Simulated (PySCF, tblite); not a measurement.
Isomers of C5H8ClN3. Computed values, GFN2-xTB/tblite, gas phase, harmonic and unscaled. The method is semi-empirical: single wavenumbers can be off by several per cent or more. One conformer each.

Electronic energies: PBE0/pcSseg-1 single points on the GFN2-xTB geometries (PySCF, gas phase).

```json
{"SMILES": "CCn1nc(C)c(Cl)n1", "electronic energy, lowest = 0 (kcal/mol)": "0.0"}
{"SMILES": "CC(C)n1nncc1Cl", "electronic energy, lowest = 0 (kcal/mol)": "10.7"}
{"SMILES": "CCn1nnc(Cl)c1C", "electronic energy, lowest = 0 (kcal/mol)": "5.9"}
```

Problem. How do GFN2-xTB zero-point energies change the relative energies?

Solution. 
| SMILES | ZPE (kcal/mol) | of it from modes above 1550 cm⁻¹ | electronic (kcal/mol) | with ZPE, lowest = 0 (kcal/mol) | lowest mode (cm⁻¹) | rings |
| --- | --- | --- | --- | --- | --- | --- |
| CCn1nc(C)c(Cl)n1 | 82.2 | 34.7 | 0.0 | 0.0 | 25 | 1 |
| CCn1nnc(Cl)c1C | 82.2 | 36.8 | 5.9 | 5.9 | 44 | 1 |
| CC(C)n1nncc1Cl | 82.5 | 35.0 | 10.7 | 11.0 | 15 | 1 |

The zero-point energies span 0.3 kcal/mol, from `CCn1nc(C)c(Cl)n1` to `CC(C)n1nncc1Cl`. The order is unchanged.

Problem. And how do the electronic energies of GFN2-xTB itself compare?

Solution. `CCn1nc(C)c(Cl)n1` 0.0; `CCn1nnc(Cl)c1C` 4.3; `CC(C)n1nncc1Cl` 7.2 kcal/mol, lowest = 0. Against the energies above, taken from the same isomer `CCn1nc(C)c(Cl)n1`, the largest difference is 3.5 kcal/mol.
